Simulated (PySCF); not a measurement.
From one molecule to another.

First species: C₅H₈F₂Si.
Structure used (GFN2-xTB), in Å, numbered top down from 1:
```
atom  x, y, z in Å
C1    -2.2314    1.9955    0.8993
C2    -1.4500    1.1050    0.7313
C3    -0.4889    0.0401    0.4969
C4    -1.1562   -1.1008   -0.2724
C5     0.7229    0.6097   -0.2625
Si6    2.1485   -0.6089   -0.4884
F7     2.4072   -1.3855    0.8888
F8     3.5123    0.2075   -0.6763
H9    -2.9222    2.7683    1.0609
H10   -0.1548   -0.3369    1.4710
H11   -1.4533   -0.7663   -1.2644
H12   -2.0448   -1.4413    0.2548
H13   -0.4698   -1.9386   -0.3744
H14    1.0937    1.4818    0.2857
H15    0.3782    0.9838   -1.2291
H16    2.1012   -1.6043   -1.5329
```

Second species: C5H8OS.
InChI=1S/C5H8OS/c6-7-4-2-1-3-5-7/h2,4H,1,3,5H2/t7-/m0/s1

Levels: CAM-B3LYP/def2-SVPD for HOMO energy, LUMO energy, HOMO–LUMO gap and static isotropic polarisability; TDDFT CAM-B3LYP/def2-SVPD for lowest singlet excitation; TDA CAM-B3LYP/def2-SVPD for lowest triplet excitation (Tamm–Dancoff). Geometries: GFN2-xTB. Each structure is a single optimised conformer of the isolated species, non-relativistic unless stated. Electronic properties by PySCF.

The conformers computed, where there is a choice (atom-mapped SMILES and torsion angles):
- `[CH:1]#[C:2][C@@H:3]([CH3:4])[CH2:5][SiH:6]([F:7])[F:8]`: C2–C3–C5–Si6 174°, C3–C5–Si6–F7 -44°

The conformers of `O=[S@]1C=CCCC1` aren't listed.

```json
{"property": "HOMO energy", "column X": "-7.96 eV", "column Y": "-9.38 eV"}
{"property": "LUMO energy", "column X": "0.49 eV", "column Y": "0.97 eV"}
{"property": "HOMO–LUMO gap", "column X": "8.45 eV", "column Y": "10.35 eV"}
{"property": "lowest singlet excitation", "column X": "5.13 eV", "column Y": "6.68 eV"}
{"property": "lowest triplet excitation (Tamm–Dancoff)", "column X": "4.19 eV", "column Y": "5.54 eV"}
{"property": "static isotropic polarisability", "column X": "80.0 au", "column Y": "80.0 au"}
```

Which column belongs to which species?

Column X is the second species and column Y the first. The first has 16 atoms and 70 electrons, the second 15 and 62.

How does each property change from the first species to the second?

HOMO energy +1.42 eV; LUMO energy -0.48 eV; HOMO–LUMO gap -1.90 eV; lowest singlet excitation -1.55 eV; lowest triplet excitation (Tamm–Dancoff) -1.35 eV; static isotropic polarisability 0.0 au.

On the first: In wavenumbers S1 is 53900 cm⁻¹ (1 eV = 8065.54 cm⁻¹). S1 lies 3.67 eV below the HOMO–LUMO gap.

On the second: No computed singlet falls in the visible range (750 to 380 nm, 1.65 to 3.26 eV); S1 lies 1.87 eV above its blue end. The 8 singlets span 5.13 to 7.22 eV, and their oscillator strengths add up to 0.27.
